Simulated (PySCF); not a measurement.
A structure optimised at PBE-D3(BJ)/def2-SVP, used in a PySCF frequency run:

```xyz
10

Si     0.8643     0.2881     0.0000
F      1.7792    -0.1256    -1.2839
F      1.7792    -0.1256     1.2839
N     -0.6240    -0.5709     0.0000
Si    -2.2602     0.0852     0.0000
H      0.6162     1.7519     0.0000
H     -0.5501    -1.5952     0.0000
H     -3.0286    -0.3529     1.2176
H     -3.0286    -0.3529    -1.2176
H     -2.1239     1.5798     0.0000
```

Write its SMILES, formula and point group.

F[SiH](F)N[SiH3], F2H5NSi2, Cs

What are its rotational constants (standard atomic weights)?

6.1834, 1.5368, 1.3357 GHz
